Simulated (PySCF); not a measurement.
A calculated (UHF, PySCF 2.14, cc-pVDZ, the non-relativistic Hamiltonian (point nucleus)) atom or ion has these occupied shells.

```json
{"shell": "1s α", "electrons": "1", "orbital energy (eV)": "-467.12", "rms radius, mean of both spins (bohr)": "0.264"}
{"shell": "1s β", "electrons": "1", "orbital energy (eV)": "-465.90", "rms radius, mean of both spins (bohr)": "0.264"}
{"shell": "2s α", "electrons": "1", "orbital energy (eV)": "-58.770", "rms radius, mean of both spins (bohr)": "1.30"}
{"shell": "2s β", "electrons": "1", "orbital energy (eV)": "-54.157", "rms radius, mean of both spins (bohr)": "1.30"}
{"shell": "2p α", "electrons": "1", "orbital energy (eV)": "-47.980", "rms radius, mean of both spins (bohr)": "1.25"}
```

**Question.** Name the element and its charge.

**Answer.** N²⁺ (nitrogen, charge +2), in [He] 2s2 2p1, 2P determinant.
